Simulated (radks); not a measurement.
The numbers below are computed, except where a source is named.
Ionisation of the praseodymium ion Pr+, [Xe] 4f3 6s1, to Pr2+, [Xe] 4f3, under several functionals. Scalar-relativistic Kohn-Sham, spin-unpolarised, spherical densities, finite nucleus; a radial shooting solver on a logarithmic mesh with Libxc functionals. The NIST Atomic Spectra Database gives 10.63 eV (semi-empirical). Rank these functionals by the error of their Delta-SCF ionisation energy: exchange-only LDA; SOGGA; LDA (Slater exchange, Perdew-Zunger correlation).

Answer. From best to worst: SOGGA 10.441 eV (-0.190); LDA (Slater exchange, Perdew-Zunger correlation) 10.827 eV (+0.196); exchange-only LDA 9.990 eV (-0.641). Spin polarisation and multiplet splitting are left out, so open shells lie too high by an amount that depends on their filling. Spin-orbit splitting is averaged out at the scalar-relativistic level.

Beside tabulated values, note that spin-unpolarised runs miss the spin-polarisation part of the exchange energy of open shells.
